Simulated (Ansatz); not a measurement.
Species: sum formula SiBrCl, charge 0, multiplicity 1. 
Coordinates optimised at B3LYP-D3(BJ)/def2-TZVP (Ansatz, a quantum-chemistry and plane-wave program):
```
Si
Cl 1 2.0913
Br 1 2.2726 2 101.99
```
Charge 0, spin multiplicity 1.

Property: vertical triplet-singlet gap (E(triplet) - E(singlet); each state is the SCF solution reached for its spin; for the singlet the Hartree-Fock reference is unstable and T1 is 0.014), in eV. Cores are frozen in the correlated levels unless marked. UHF or UKS for open shells. No spin-orbit coupling. The frozen core is the preceding noble-gas configuration, with the filled d and f shells of earlier blocks. No relativistic terms. Basis-set limits of correlation are two-point, X^-3; Hartree-Fock from the larger set. [CCSD(T)-MP2]/basis is that difference in the basis named.

```json
[
 {"level": "PBE/def2-TZVPD", "program": "Ansatz", "vertical triplet-singlet gap (eV)": "2.23", "minus last row": "-0.18"},
 {"level": "PBE0/def2-TZVPD", "program": "Ansatz", "vertical triplet-singlet gap (eV)": "2.16", "minus last row": "-0.25"},
 {"level": "BHLYP/def2-TZVPD", "program": "Ansatz", "vertical triplet-singlet gap (eV)": "2.28", "minus last row": "-0.13"},
 {"level": "CAM-B3LYP/def2-TZVPD", "program": "Ansatz", "vertical triplet-singlet gap (eV)": "2.33", "minus last row": "-0.08"},
 {"level": "wB97M-V/def2-TZVPD", "program": "Ansatz", "vertical triplet-singlet gap (eV)": "2.59", "minus last row": "0.18"},
 {"level": "MP2/def2-SVPD", "program": "Ansatz", "vertical triplet-singlet gap (eV)": "2.21", "minus last row": "-0.20"},
 {"level": "MP2/def2-TZVPPD", "program": "Ansatz", "vertical triplet-singlet gap (eV)": "2.28", "minus last row": "-0.13"},
 {"level": "RI-MP2/def2-QZVPPD", "program": "Ansatz", "vertical triplet-singlet gap (eV)": "2.32", "minus last row": "-0.09"},
 {"level": "SCS-MP2/def2-SVPD", "program": "Ansatz", "vertical triplet-singlet gap (eV)": "2.31", "minus last row": "-0.10"},
 {"level": "RI-MP2/CBS(def2-TZVPPD,def2-QZVPPD)+[CCSD(T)-MP2]/def2-TZVPPD", "program": "Ansatz", "vertical triplet-singlet gap (eV)": "2.41", "minus last row": "0.00"}
]
```
